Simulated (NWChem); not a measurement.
# Ionisation of F₆Mo

```xyz
7

Mo     0.0000     0.0000     0.0000
F      1.8287     0.0000     0.0000
F     -1.8287     0.0000     0.0000
F      0.0000     0.0000     1.8287
F      0.0000     1.8287     0.0000
F      0.0000    -1.8287     0.0000
F      0.0000     0.0000    -1.8287
```
Charge 0, spin multiplicity 1.

Program: NWChem. The geometry was optimised at B3LYP/def2-SVP with def2 effective core potentials on Mo, held to D2h symmetry and with no frequency check, so it may be a saddle point.

Basis set: def2-SVP. −ε marks an orbital energy of the parent.

```
method                                    first vertical ionisation energy (eV)
----------------------------------------  -------------------------------------
G0W0@PBE0                                                                 14.14
−ε(HOMO) of BHandHLYP                                                     15.01
G0W0@PBE                                                                  12.99
−ε(HOMO) of PBE                                                           10.57
−ε(HOMO) of B3LYP                                                         12.43
G0W0@CAM-B3LYP                                                            14.66
−ε(HOMO) of HF                                                            18.71
−ε(HOMO) of LC-wPBE (omega 0.3 per bohr)                                  14.66
evGW@PBE                                                                  14.77
```

The values span 8.14 eV, from −ε(HOMO) of PBE (lowest) to −ε(HOMO) of HF (highest). 

Effective core potentials replace the inner electrons of Mo; spin-orbit coupling is left out. B3LYP has NWChem's definition, with VWN1-RPA local correlation. The structure started from a generated list of species.
